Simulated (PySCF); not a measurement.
Ga(Me)2(Cl) (C2H6ClGa), SMILES [CH3][Ga]([CH3])[Cl].

Coordinates come from a B3LYP-D3(BJ)/def2-SVP optimisation. The isomer is the one that the SMILES or the coordinates give; other isomers of the formula were not compared.

All values below come from M06-2X/def2-TZVP in PySCF.

Symmetry labels are those of the subgroup C2 that the program uses (full group C2).

Computed valence orbital energies around the gap with their symmetry:
```csv
orbital,symmetry,energy (eV)
HOMO−7,A,-12.89
HOMO−6,B,-12.85
HOMO−5,B,-12.75
HOMO−4,A,-12.65
HOMO−3,B,-10.26
HOMO−2,A,-10.21
HOMO−1,B,-10.03
HOMO,B,-9.03
LUMO,B,-0.43
LUMO+1,A,0.69
LUMO+2,A,2.15
LUMO+3,B,2.24
```
